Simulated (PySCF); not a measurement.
Isomers of C6H10OSi. Method used: TDDFT CAM-B3LYP/def2-SVPD, vertical, gas phase, core orbitals frozen in the response (PySCF). Geometries: GFN2-xTB; one conformer of each isolated species. Triplets are in the Tamm–Dancoff approximation.

A. `C(=C1CC1)[C@H]1CO[SiH2]1`
B. `C(=C1CC1)[SiH]1COC1`
C. `C[SiH2]C(=C=O)CC=C`
D. `C(=C1\C[SiH2]1)/C1COC1`

Lowest singlet levels (six at most, fewer where fewer were computed) with oscillator strengths:

1. 322 nm (f 0.001); 204 nm (f 0.031); 195 nm (f 0.017); 189 nm (f 0.022); 180 nm (f 0.103); 172 nm (f 0.007); T1 3.52 eV
2. 216 nm (f 0.002); 204 nm (f 0.001); 194 nm (f 0.624); 187 nm (f 0.001); 184 nm (f 0.006); 174 nm (f 0.001); T1 4.23 eV
3. 219 nm (f 0.061); 194 nm (f 0.003); 191 nm (f 0.439); 186 nm (f 0.131); 181 nm (f 0.035); 178 nm (f 0.022); T1 4.20 eV
4. 230 nm (f 0.000); 197 nm (f 0.005); 195 nm (f 0.567); 194 nm (f 0.001); 189 nm (f 0.138); 184 nm (f 0.000); T1 4.03 eV

Question: Match each spectrum to its molecule.

Answer: 1 = C, 2 = B, 3 = A, 4 = D.
- A: S1 at 5.66 eV, HOMO→LUMO (93%); Löwdin shares by element: HOMO carbon 66% or more, silicon 9% (atoms not listed hold the other 25%); LUMO silicon 36%, hydrogen 22% or more, oxygen 13% (atoms not listed hold the other 29%); HOMO -7.98 and LUMO 0.60 eV.
- B: S1 at 5.73 eV, HOMO-2→LUMO (70%), HOMO-3→LUMO (22%); Löwdin shares by element: HOMO oxygen 60%, carbon 20% or more, hydrogen 5% or more (atoms not listed hold the other 16%); LUMO carbon 47% or more, silicon 15% (atoms not listed hold the other 38%); HOMO -8.45 and LUMO 0.27 eV; point group Cs.
- C: S1 at 3.84 eV, HOMO→LUMO (93%); Löwdin shares by element: HOMO carbon 60% or more, oxygen 21% (atoms not listed hold the other 19%); LUMO carbon 44% or more, oxygen 27%, silicon 8% (atoms not listed hold the other 21%); HOMO -8.07 and LUMO 0.21 eV.
- D: S1 at 5.38 eV, HOMO-1→LUMO (54%), HOMO-2→LUMO (32%), HOMO→LUMO (9%); Löwdin shares by element: HOMO (one of a set within 0.03 eV) carbon 72% or more (atoms not listed hold the other 29%); LUMO carbon 59% or more, silicon 10% (atoms not listed hold the other 31%); HOMO -8.63 and LUMO 0.60 eV; point group Cs, 2 of its 6 listed states under f = 0.0005.
A and B have S1 within 0.08 eV of each other; their strongest listed levels stand at 6.48 eV (f 0.439) and 6.39 eV (f 0.624).
